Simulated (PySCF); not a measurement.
PySCF 2.14 output of an unrestricted B3LYP calculation on a single atom or ion in ANO-RCC-VTZP, with scalar relativity by spin-free X2C-1e:

```
SCF conv_tol = 1e-09
number electrons alpha = 34  beta = 30
    P. J. Stephens, F. J. Devlin, C. F. Chabalowski, and M. J. Frisch.,  J. Phys. Chem. 98, 11623 (1994)
cycle= 1 E= -12155.9617715421  delta_E= -0.00876  |g|= 0.444  |ddm|= 0.237
cycle= 2 E= -12155.8960724541  delta_E= 0.0657  |g|= 0.933  |ddm|= 0.265
cycle= 3 E= -12155.982147582  delta_E= -0.0861  |g|= 0.015  |ddm|= 0.173
cycle= 4 E= -12155.9821895954  delta_E= -4.2e-05  |g|= 0.00478  |ddm|= 0.00638
cycle= 5 E= -12155.9821922651  delta_E= -2.67e-06  |g|= 0.00029  |ddm|= 0.00118
cycle= 6 E= -12155.9821922754  delta_E= -1.03e-08  |g|= 3.74e-05  |ddm|= 7.03e-05
cycle= 7 E= -12155.9821922756  delta_E= -1.96e-10  |g|= 5.94e-07  |ddm|= 1.01e-05
converged SCF energy = -12155.9821922756  <S^2> = 6.0035791  2S+1 = 5.0014314
```

The run itself started from symmetry-adapted Hartree-Fock orbitals and held the occupation by maximum overlap, on a logarithmic radial grid, so the iterations belong to that start.

Q: Which element, charge and spin multiplicity is this?

A: Dy²⁺ (dysprosium, charge +2), multiplicity 5; the state was [Xe] 4f10, one real determinant.

⟨L²⟩ = 34.01 against 42 for a pure I term, so this real determinant mixes terms. Spin-orbit coupling, absent here, splits the open shell strongly.
